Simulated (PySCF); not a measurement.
Problem. Write Cartesian coordinates for `C(=C)[C@@H](C(=O)[O-])C(F)=C` as optimised with GFN2-xTB. (Charge -1.)

Solution. 
```
atom  x, y, z in Å
C1    -2.1908   -0.8147   -0.4096
C2    -1.0880   -0.4406    0.2309
C3     0.1685   -0.0528   -0.4200
C4     1.3976   -0.4197    0.2787
C5     1.7139   -0.2579    1.5576
F6     2.3592   -0.9684   -0.5435
C7     0.0752    1.6592   -0.4628
O8    -0.1761    2.0662   -1.5806
O9     0.2577    2.1860    0.6166
H10   -2.2207   -0.8924   -1.4843
H11   -3.1104   -1.0320    0.1111
H12   -1.1008   -0.3507    1.3101
H13    0.2013   -0.3581   -1.4670
H14    1.0244    0.2152    2.2271
H15    2.6846   -0.5314    1.9346
```

Orientation and origin are arbitrary. Atoms count from 1 in this order. C7 (carboxylate carbon) is planar (angles 134.6°, 113.7° and 111.6°, sum 360.0°, 0.01 Å off the plane of its three neighbours). C5 (terminal =CH2 carbon) is planar (angles 121.4°, 120.2° and 118.3°, sum 359.9°, 0.02 Å off the plane of its three neighbours). C1 (terminal =CH2 carbon) is planar (angles 122.1°, 121.6° and 116.3°, sum 360.0°, 0.01 Å off the plane of its three neighbours). C4 (vinylic C–F carbon) is planar (angles 129.1°, 117.2° and 113.7°, sum 360.0°, 0.02 Å off the plane of its three neighbours).

Bonds between heavy atoms (Å): C1=C2 1.329, C2–C3 1.467, C3–C4 1.461, C4=C5 1.327, C4–F6 1.379, C3–C7 1.715, C7=O8 1.216, C7–O9 1.215.

Computed geometry: GFN2-xTB, gas phase.

Point group: C1 (no symmetry element, even within 0.4 Å). Stationary, but not proved a minimum. Torsions: C1–C2–C3–C4 -145°, C2–C3–C4–C5 -48°, C2–C3–C7–O8 -105°.

One conformer stands for the species.
